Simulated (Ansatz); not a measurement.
Task: Name a neutral molecule of B, F, Si, Sn and H with size of the dipole moment (B3LYP/def2-TZVPP) between 0.50 and 0.80 D and zero-point energy (PBE0-D4/def2-TZVP) between 88 and 104 kJ/mol (Ansatz, PBE0-D4/def2-TZVP geometry).

Result: `F[B]1[SiH2][SnH2]1` (0.64 D, 93.0 kJ/mol). Other molecules can fit too; these were computed, each in one conformer that needn't be the lowest.

B3LYP here is the variant with VWN-RPA as its local correlation; programs differ in this.
